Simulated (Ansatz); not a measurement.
The same path of CH$_{6}$OSn (9 atoms, charge 0, multiplicity 1) was run 3 times with different band settings. Lost on the way: Sn1–H2, Sn1–H3. Made: H2–H3.

These are results of RKS PBE-D4/def2-SVP (Ansatz 0.2.0), not measurements.

Relaxed end points:

```xyz
9
Properties=species:S:1:pos:R:3
Sn 0.168 -0.067 0.034
H 0.304 -0.068 1.769
H 1.698 0.151 -0.735
O -0.824 1.595 -0.549
H -1.655 1.681 -0.044
C -0.871 -1.833 -0.676
H -1.847 -1.936 -0.164
H -1.035 -1.748 -1.767
H -0.258 -2.732 -0.468
```

```xyz
9
Properties=species:S:1:pos:R:3
Sn 0.233 0.265 -1.374
H 1.216 -0.660 1.370
H 1.687 -0.062 1.248
O -1.209 1.576 -0.788
H -1.965 1.098 -0.390
C -0.909 -1.557 -0.738
H -1.454 -1.382 0.215
H -1.662 -1.791 -1.522
H -0.257 -2.446 -0.618
```

Common settings: spring 5.0 eV/Å²; optimiser quadratic models (default); start path through a guess of the saddle point; force threshold 0.03 eV/Å; iteration limit 60; end points relaxed.

| run | movable images | climbing image |
| --- | --- | --- |
| 1 | 5 | yes |
| 2 | 3 | yes |
| 3 | 4 | no |

What does each run give, and how far can it be trusted?

Run 1: converged after 19 iterations, highest image 2.050 eV above the first end. Beside the main top the profile has a ripple of under 15 meV (maxima at images 1, 3), which may be a very shallow well or noise. Neighbouring images differ by up to 2.0 eV, so the band resolves the path poorly. A vibrational analysis at the climbing image gives one clearly imaginary mode, 1129i cm⁻¹: a first-order saddle point.
Run 2: converged after 22 iterations, highest image 2.050 eV above the first end. Neighbouring images differ by up to 2.0 eV, so the band resolves the path poorly. Another band between the same ends (5 images) ends at a top of the same energy, where a vibrational analysis finds 1 clearly imaginary mode. So few images can step over the top or miss a turn of the path.
Run 3: converged after 17 iterations, highest image 1.901 eV above the first end. Neighbouring images differ by up to 1.5 eV, so the band resolves the path poorly. No image climbed, so the highest image needn't sit at the top of the path.
The orbitals stay closed-shell, which can raise the energy where a bond breaks towards radicals; this wasn't checked here.
